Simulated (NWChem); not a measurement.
Species: Cd

Results from NWChem. def2 effective core potentials on Cd; no spin-orbit coupling. Level: PBE0/def2-SVPD; rows give the wavelength of the field.

For field 1065 nm:

isotropic polarisability (bohr³): 50.7

**Question.** How do the values read with field static instead?

**Answer.** 
| Item | Value |
|---|---|
| isotropic polarisability (bohr³) | 48.6 |
